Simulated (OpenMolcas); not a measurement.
# F⁺: effect of the active space

* Program: OpenMolcas
* Method: XMS-CASPT2 or its RAS form, IPEA 0.25 Eh, imaginary shift 0.1 Eh
* Basis: ANO-RCC-VTZP
* Scalar Hamiltonian: DKH2, point nucleus
* Spin-orbit coupling: RASSI with atomic mean-field integrals over the reference wave functions, term energies averaged over their components

A. 4 electrons in 3 orbitals (2p); 2S+1 = 3 even, 3 roots; 2S+1 = 1 even, 6 roots; closed shells correlated: 1s 2s; CASPT2 step about 0.5 core-seconds
B. 6 electrons in 4 orbitals (2s 2p); 2S+1 = 3 even, 3 roots; 2S+1 = 1 even, 6 roots; 2S+1 = 3 odd, 3 roots; 2S+1 = 1 odd, 3 roots; closed shells correlated: 1s; CASPT2 step roughly 1.1 core-seconds
C. 6 electrons in 8 orbitals (2s 2p 3s 3p); 2S+1 = 3 even, 3 roots; 2S+1 = 1 even, 6 roots; 2S+1 = 3 odd, 3 roots; 2S+1 = 1 odd, 3 roots; closed shells correlated: 1s; CASPT2 step roughly 3 core-seconds
D. 6 electrons in 9 orbitals (RAS2 2s 2p; RAS3 3d, at most 2 electrons); 2S+1 = 3 even, 3 roots; 2S+1 = 1 even, 6 roots; 2S+1 = 3 odd, 3 roots; 2S+1 = 1 odd, 3 roots; closed shells correlated: 1s; CASPT2 step of the order of 6 core-seconds

Energies in cm-1 above 2s2 2p4 3P2, the measured ground level; measured values from NIST Handbook of Basic Atomic Spectroscopic Data.

| Level | A | B | C | D | Measured |
| --- | --- | --- | --- | --- | --- |
| 2s2 2p4 3P2 | 0.0 | 0.0 | 0.0 | 0.0 | 0.0 |
| 2s2 2p4 3P1 | 323 | 323 | 307 | 322 | 341 |
| 2s2 2p4 3P0 | 479 | 479 | 456 | 477 | 490 |
| 2s2 2p4 1D2 | 21160 | 21180 | 21510 | 21220 | 20873 |
| 2s2 2p4 1S0 | 47480 | 45540 | 45680 | 45690 | 44918 |

Deviations, from unrounded energies. A percentage is the sum of absolute deviations over the sum of measured energies, with the sign that they share, or ± where signs differ.

```json
{"Against measurement": "mean absolute deviation (cm-1)", "Levels": "4", "A": "720", "B": "240", "C": "370", "D": "290"}
{"Against measurement": "fine structure of the ground term (%)", "Levels": "2", "A": "-3.5", "B": "-3.5", "C": "-8.2", "D": "-3.9"}
{"Against measurement": "other terms of the ground configuration (%)", "Levels": "2", "A": "+4.3", "B": "+1.4", "C": "+2.1", "D": "+1.7"}
```

B lies closest to measurement on these levels and A furthest from it. The largest miss of B in the table is 2s2 2p4 1S0, by +620 cm-1. The ranking rests on the paired levels alone, and a cruder setting can come out closer through cancelling errors.

The two smallest mean deviations differ by little beside CASPT2's spread within terms, so their order carries little weight.

Among A to D the level of the table that moves most is 2s2 2p4 1S0, by 1900 cm-1 (lowest in B, highest in A). Moves below CASPT2's spread within the term are not significant.

Term energies are means over components that CASPT2 splits; among the terms shown or strongly mixed into the levels shown the widest spread is 550 cm-1 (2s2 2p4 1D, B). With the s shell closed, the reference lacks s² → p² mixing (holds for A). Active for correlation alone: 3p 3s; no level in the range computed is led by a configuration that fills them, so any true level of that kind is missing (holds for C). Active for correlation alone: 3d; no level in the range computed is led by a configuration that fills it, so any true level of that kind is missing (holds for D). Measured partners are found by configuration, term and J. A level has none where our copy of the source lacks it or the pairing is in doubt (some pairs that miss far off the trend of their configuration count as doubtful), and it then counts in no deviation. Only configurations of the active space appear. Levels that lie high or do not pair safely by name in every column are left out.
